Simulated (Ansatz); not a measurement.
Calibrating wB97X-V/def2-TZVPP on molecular compounds of N

The vertical ionisation energy (cation less neutral) in eV of 7 molecular compounds of N: x at wB97X-V/def2-TZVPP, y at CCSD(T)/def2-TZVPP. Shapes, held fixed at every level: PBE0-D4/def2-TZVP. Flexible molecules stand in one conformer, not always the lowest. Programs: Ansatz 0.2.0.

| molecule | x (eV) | y (eV) |
| --- | --- | --- |
| C2H7Cl2NSi2 (SMILES C=CN([SiH2]Cl)[SiH2]Cl) | 8.89 | 8.96 |
| C2H8BNSi (SMILES BN([SiH3])C=C) | 9.07 | 9.20 |
| C6H16BN (SMILES BN(CC)C(C)(C)C) | 9.11 | ? |
| C2H12ClGeNSi2 (SMILES C[SiH](C)[N]([GeH3])[SiH2]Cl) | 9.42 | 9.46 |
| CH8BGeN (SMILES B[N](C)[GeH3]) | 9.85 | 9.95 |
| BSiNH6 (SMILES BN[SiH3]) | 10.84 | 10.91 |
| B2NH5 (SMILES BNB) | 11.97 | 12.04 |

Question: Fit y = c + s·x to the known rows and predict y for C6H16BN.

Answer: 
1. Means of the 6 rows: x = 10.0067, y = 10.087.
2. Σ(Δx)² = 7.0421, Σ(Δx·Δy) = 6.9988, so the slope is 6.9988/7.0421 = 0.99385.
3. Intercept: 10.087 − (0.99385) × 10.0067 = 0.142. The largest residual of the fit is 0.044.
4. C6H16BN: 0.142 + 0.99385 × 9.11 = 9.20 eV.

CCSD(T)/def2-TZVPP gives 9.21 eV, so the prediction is off by -0.01 eV, within the largest residual. Uncorrected, wB97X-V/def2-TZVPP misses C6H16BN by -0.10 eV, and the other rows by 0.08 on average. The line removes about 90 % of this miss. Left out in turn, the other rows are missed by 0.03 eV on average, so much of the error is systematic among these molecules. Cations run unrestricted. Relativity is left out for Ge. Outer-core shells of Ge are correlated, in sets that cover them unevenly.
